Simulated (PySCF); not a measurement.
## Excited states of `InChI=1S/C16H20BN3/c1-17(2)13-5-7-14(8-6-13)18-19-15-9-11-16(12-10-15)20(3)4/h5-12H,1-4H3/b19-18+`

The calculation used TDA CAM-B3LYP/def2-SVP excited states, vertical, gas phase (PySCF 2.14.0). Geometry: GFN2-xTB.

Input:
```
{"job": {"kind": "states", "xc": "CAM-B3LYP", "basis": "def2-SVP", "tda": true, "soc": true, "nstates": 5, "ntriplets": 6, "nquad": 4}, "charge": 0, "multiplicity": 1}
C     -6.960321     1.263664    -0.226201
B     -6.033300    -0.016743    -0.190095
C     -6.707758    -1.446276    -0.226921
C     -4.482811     0.127076    -0.133957
C     -3.657202    -0.932025     0.273791
C     -2.287006    -0.823673     0.301936
C     -1.665305     0.368120    -0.097377
N     -0.309474     0.568947    -0.036776
N      0.437151    -0.457891    -0.158230
C      1.785071    -0.276533    -0.007103
C      2.593451    -1.406639    -0.188478
C      3.957903    -1.329409    -0.069135
C      4.594107    -0.110895     0.235130
N      5.951604    -0.029115     0.345762
C      6.595044     1.241008     0.575159
C      6.771634    -1.203339     0.177649
C      3.775533     1.020971     0.423173
C      2.412518     0.940033     0.308354
C     -2.469503     1.448407    -0.482194
C     -3.838590     1.319619    -0.500396
H     -7.049290     1.604035    -1.259120
H     -7.972634     1.065903     0.120105
H     -6.568240     2.103034     0.343891
H     -7.685013    -1.439415    -0.705371
H     -6.101743    -2.206890    -0.714099
H     -6.871277    -1.785437     0.797293
H     -4.113274    -1.861521     0.583997
H     -1.662964    -1.642499     0.630267
H      2.116731    -2.345236    -0.426625
H      4.539606    -2.223552    -0.220574
H      6.317160     1.656618     1.548524
H      6.327947     1.963791    -0.201152
H      7.674315     1.110789     0.558116
H      7.813878    -0.949473     0.354141
H      6.489085    -1.982682     0.890923
H      6.685277    -1.608848    -0.835783
H      4.216005     1.974089     0.667128
H      1.793480     1.812652     0.453822
H     -1.990619     2.368223    -0.784355
H     -4.437839     2.160808    -0.817513
```
Coordinates are in Å.

Command: `OMP_NUM_THREADS=2 python excited_run.py task.json out`

Q: Show the output.

A: H and L stand for HOMO and LUMO.
```
coarse grid: 34048 points
cycle   1  E = -809.5141032364  dE =  4.017e+00  |g| = 5.521e-01  |ddm| = 8.144e+00
cycle   2  E = -809.5613189173  dE = -4.722e-02  |g| = 4.563e-01  |ddm| = 1.559e+00
cycle   3  E = -809.6118215668  dE = -5.050e-02  |g| = 1.128e-01  |ddm| = 5.916e-01
cycle   4  E = -809.6146168234  dE = -2.795e-03  |g| = 5.662e-02  |ddm| = 1.928e-01
cycle   5  E = -809.6154097116  dE = -7.929e-04  |g| = 9.001e-03  |ddm| = 7.588e-02
cycle   6  E = -809.6154439690  dE = -3.426e-05  |g| = 6.093e-03  |ddm| = 2.330e-02
cycle   7  E = -809.6154569124  dE = -1.294e-05  |g| = 1.863e-03  |ddm| = 1.115e-02
cycle   8  E = -809.6154592530  dE = -2.341e-06  |g| = 1.234e-03  |ddm| = 5.576e-03
final grid: 330952 points
cycle   9  E = -809.7716880308  dE = -9.413e-05  |g| = 6.003e-03  |ddm| = 6.017e-02
cycle  10  E = -809.7716904579  dE = -2.427e-06  |g| = 5.463e-03  |ddm| = 1.423e-02
cycle  11  E = -809.7716973881  dE = -6.930e-06  |g| = 1.431e-03  |ddm| = 6.536e-03
cycle  12  E = -809.7716978579  dE = -4.698e-07  |g| = 3.300e-04  |ddm| = 1.856e-03
cycle  13  E = -809.7716978847  dE = -2.675e-08  |g| = 1.311e-04  |ddm| = 5.328e-04
cycle  14  E = -809.7716978898  dE = -5.131e-09  |g| = 3.893e-05  |ddm| = 2.071e-04
cycle  15  E = -809.7716978909  dE = -1.068e-09  |g| = 1.834e-05  |ddm| = 9.804e-05
cycle  16  E = -809.7716978913  dE = -4.366e-10  |g| = 8.260e-06  |ddm| = 7.798e-05
converged SCF energy = -809.7716978913

Singlet excitations
state   eV       nm        f     d(h-e)  d(exc)  Lambda  PR(NTO)  |dmu|/D   mu/D   main configurations
  1   2.5523   485.8   0.04971   0.210   3.040   0.621   1.008    0.488    4.842   H-1->L 0.75
  2   3.6025   344.2   1.66851   1.853   4.841   0.674   1.099    5.457   10.782   H->L 0.86
  3   4.6007   269.5   0.01544   1.120   3.981   0.588   1.460    4.004    1.397   H-3->L 0.57, H-2->L 0.20, H->L+3 0.09
  4   4.6988   263.9   0.01434   0.768   3.761   0.478   2.016    2.284    7.613   H->L+2 0.47, H-4->L 0.40
  5   4.9919   248.4   0.05212   0.168   5.129   0.673   1.203                     H-2->L 0.59, H-3->L 0.16, H-1->L 0.10

Triplet excitations (Tamm-Dancoff)
state   eV     d(h-e)  d(exc)  Lambda  PR(NTO)   main configurations
  1   1.7396   0.233   2.957   0.617   1.026   H-1->L 0.65, H->L 0.15
  2   2.1581   0.831   4.024   0.665   1.109   H->L 0.68, H-1->L 0.10
  3   3.4081   0.327   3.545   0.666   1.789   H-2->L 0.49, H->L+1 0.18
  4   3.9453   0.938   3.698   0.598   1.075   H-3->L 0.69, H-2->L 0.14
  5   4.0779   0.142   3.371   0.571   1.017   H->L+2 0.88
  6   4.3285   1.618   3.865   0.472   1.212   H-4->L 0.54, H-4->L+2 0.11, H-4->L+1 0.10
S1 - T1 = 0.8127 eV

Spin-orbit couplings |<S|Hso|T>| (cm-1)
             T1       T2       T3       T4       T5       T6
S0       35.434   11.131    5.331    1.861    0.564    0.566
S1        0.457    3.800    4.974    0.678    0.271    0.867
S2        3.965    0.561    1.126    0.241    0.159    0.349
S3        1.642    0.453    0.482    0.483    0.012    0.047
S4        0.464    0.219    0.023    0.025    0.145    0.058
S5        7.463    1.334    0.686    0.270    0.122    0.493
T1 sublevels (cm-1): 0.000 0.000 0.092   radiative rates (1/s): 0.263 0.0381 24.5
```

It took 7.7 min wall time on 2 threads of an Arm Neoverse V1, shared host, peak memory 3.2 GiB.
